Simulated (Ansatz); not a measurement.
Ansatz (a program for electronic structure) input (RI-MP2/def2-TZVPP):
A basis named .json is the Basis Set Exchange file of that set.

Ansatz 0.2 input:
```yaml
crystal:
  periodic: [false, false, false]
  atoms:
    - {symbol: Zr, position_ang: [-0.08261741, 0.02807501, 0.15627490]}
    - {symbol: O, position_ang: [-1.25764503, -1.24985509, -0.28489020]}
    - {symbol: F, position_ang: [-0.26147062, 1.67266868, -0.96336199]}
    - {symbol: F, position_ang: [1.74656581, -0.68646421, 0.52204262]}
basis:
  gaussian:
    orbitals: def2-TZVPP
    fitting: {mean_field: def2-universal-jkfit, correlation: def2-TZVPP-RIFIT.json}
total_charge: -1
magnetization: {spin_polarized: true, initial_magnetization: 1}
correlation: {method: mp2, electrons: outside_noble_gas}
```

End of the output:

```
integrals: 0.09 GiB planned
486 factors; integrals over basis functions are off by at most 1.6e0 eV
404 factors; integrals over basis functions are off by at most 9.9e-1 eV
mean field: 0.38 GiB planned
mean field evaluation 1: about -8718.8293 eV, gradient 3.4e1 eV
mean field evaluation 2: about -8715.9630 eV, gradient 4.9e1 eV
mean field evaluation 4: about -8724.8216 eV, gradient 2.2e0 eV
mean field evaluation 8: about -8724.9044 eV, gradient 1.2e-2 eV
mean field evaluation 16: about -8724.6770 eV, gradient 3.4e0 eV
mean field -8724.90436012 eV, -320.6343212817 hartree, gradient 7.5e-6 eV, S^2 0.757068; 0 other end points of the search recorded, 0 dependent functions left out
7 core orbitals not correlated
reference -8724.90436012 eV, -320.6343212817 hartree; 13, 12 occupied and 129, 130 virtual orbitals, 404 factors
second order -24.00562260 eV of doubles, -0.00000000 eV of singles
Total energy: -8748.90998272 eV, -321.5165116406 hartree
```

The spin state was set by rule; other spins were not relaxed.
